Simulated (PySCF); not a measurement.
**BiS: from constants to spectrum**

PBE0 constants of BiS, ²Π (doublet), unpaired electrons π ↑ (basis Bi def2-SVPD with ECP60, S def2-SVPD; scalar-relativistic core potentials; PySCF 2.14; masses 208.9804 and 31.9721 u):

| Quantity | Value |
| --- | --- |
| ωe | 442.9 cm⁻¹ |
| ωexe | 2.22 cm⁻¹ |
| Be | 0.11239 cm⁻¹ |
| αe | 0.000443 cm⁻¹ |
| De to Bi + S | 3.04 eV |

(1) What force constant and bond length do these constants imply?

(2) Estimate the centrifugal constant D from the Kratzer relation and find the Dunham coefficient a1.

Spin–orbit coupling is left out, which matters for elements this heavy, above all for dissociation energies. The state is the lowest determinant that a PBE0 search found; another state may lie lower at other levels.

Answers

(1) Reduced mass μred = 27.730 u; k = 5.8918×10⁻⁷·μred·ωe² (u, cm⁻¹, mdyn/Å) = 3.20 mdyn/Å; Re = √(16.8576/(μred·Be)) (u, cm⁻¹, Å) = 2.326 Å.

(2) D = 4Be³/ωe² = 2.89e-08 cm⁻¹; a1 = −1 − αeωe/(6Be²) = -3.59.
